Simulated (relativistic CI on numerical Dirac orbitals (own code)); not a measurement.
## Cubic crystal-field splitting of Tm2+ by operator equivalents

Problem. Tm2+ (4f13) sits in a cubic field with the Wybourne parameters B⁴₀ = 680 and B⁶₀ = 150 cm⁻¹. Find the levels of its ground J multiplet, neglecting the mixing with the other J.

Working.
1. One f hole has the ground level ²F7/2 with g_J = 8/7 and the Stevens factors β = −2/1155 and γ = 4/27027.
2. Stevens form: B₄ = β B⁴₀/8 = -0.1472 and B₆ = γ B⁶₀/16 = 0.00139 cm⁻¹, in H = B₄(O₄⁰ + 5O₄⁴) + B₆(O₆⁰ − 21O₆⁴).
3. For J = 7/2 the eigenvalues are E(Γ6) = 840B₄ − 25200B₆ = -158.6, E(Γ7) = −1080B₄ − 15120B₆ = 138.0 and E(Γ8) = 120B₄ + 20160B₆ = 10.3 cm⁻¹.
4. Order and energies above the lowest: Γ6 0.0, Γ8 168.9, Γ7 296.6 cm⁻¹. A Γ6 ground doublet has the isotropic |g| = 2.667.

Check. Diagonalising spin-orbit coupling (free-ion gap 8658 cm⁻¹, from a Dirac-Coulomb-Breit calculation) and field together in all 14 states gives Γ6 0.0, Γ8 167.1, Γ7 296.5 cm⁻¹, with |g| = 2.667. The other multiplet starts at 8754 cm⁻¹; the differences from the hand values come from J mixing and grow with the ratio of the field to that gap.
